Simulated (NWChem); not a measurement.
System: BNH3 cation

```xyz
5

B      0.0000     0.0000    -0.7891
N      0.0000     0.0000     0.5312
H      0.0000     0.0000    -1.9619
H      0.0000     0.8564     1.0947
H      0.0000    -0.8564     1.0947
```
Atoms are numbered in this order, from 1.

All runs: NWChem. Pople sets run with spherical d functions. All runs use the structure optimised with B3LYP/6-31G* (spherical d).

Task: Predict the results for MPW1K/6-31G*. Quantities: highest occupied level (eV); orbital gap (eV).

Result: 
```
Item                         Result
---------------------------  ------
highest occupied level (eV)  -17.85
orbital gap (eV)               9.92
```
